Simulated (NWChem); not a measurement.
# C₄H₄O₂; SMILES C#CCC(=O)O

```xyz
10

C      0.3488    -2.5370     0.4795
C      0.0068    -1.5161    -0.0974
C     -0.4175    -0.3181    -0.8081
C      0.0315     1.0367    -0.2541
O     -0.2698     2.0940    -0.7686
O      0.7909     0.9301     0.8562
H      0.6584    -3.4326     0.9993
H     -0.0730    -0.3425    -1.8652
H     -1.5266    -0.2673    -0.8711
H      1.0125     1.8529     1.1111
```
Atoms are numbered in this order, from 1.

All runs: NWChem. All runs use the structure optimised with PBE-D3(BJ)/def2-SVP. B3LYP is NWChem's, with the RPA form of VWN correlation. Atomic charges in e: unrestrained fits to the electrostatic potential beside Mulliken populations; buried atoms are poorly determined by the fit.

Question: Predict the results for B3LYP/def2-SVP. Quantities: ESP C1; Mulliken C1; ESP C2; Mulliken C2; ESP C3; Mulliken C3; ESP C4; Mulliken C4; ESP O5; Mulliken O5; relative RMS misfit of the potential (%).

Answer: 
```
Item                                      Value
----------------------------------------  -----
ESP C1                                    -0.40
Mulliken C1                               -0.44
ESP C2                                     0.00
Mulliken C2                                0.28
ESP C3                                     0.05
Mulliken C3                                0.07
ESP C4                                     0.69
Mulliken C4                                0.12
ESP O5                                    -0.56
Mulliken O5                               -0.22
relative RMS misfit of the potential (%)     23
```
